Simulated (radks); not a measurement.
Ca+, 19 electrons, occupied as [Ar] 4s1.

Calculated with a radial shooting solver on a logarithmic mesh with Libxc functionals: Dirac Kohn-Sham, PBE, spin-unpolarised, spherical densities, point nucleus.

Energy parts (Ry):
| part | energy |
|---|---|
| total | -1360.19564 |
| kinetic | 1370.91722 |
| electron-nucleus | -3222.62324 |
| Hartree | 563.18927 |
| exchange-correlation | -71.67888 |

Orbitals (lengths in bohr, moments of r in powers of bohr; r(max) is where P^2 peaks; r(90%) holds 90 % of the orbital's charge):
orbital  occ.  eigenvalue (Ry)   <1/r>      <r^4>   r(max)  r(90%)
1s1/2       2        -290.7523   19.74  0.0001626  0.05028   0.137
2s1/2       2        -30.96500   4.055    0.04385   0.3000   0.567
2p1/2       2        -25.29308   3.979    0.03621   0.2453   0.538
2p3/2       4        -25.02208   3.938    0.03718   0.2473   0.542
3s1/2       2         -3.96800   1.211      3.853   0.9936    1.73
3p1/2       2         -2.58239   1.085      6.215    1.044    1.95
3p3/2       4         -2.55406   1.077      6.369    1.050    1.96
4s1/2       1         -0.65893  0.3609      333.6    3.143    5.30

The highest occupied level is 4s1/2 at -8.965 eV. The density falls to 0.001 e/bohr^3 at r = 4.30 bohr. Summed over all electrons, <r^2> = 30.27 bohr^2, which gives a Langevin (diamagnetic) susceptibility term of -24 x 10^-6 cm^3/mol.
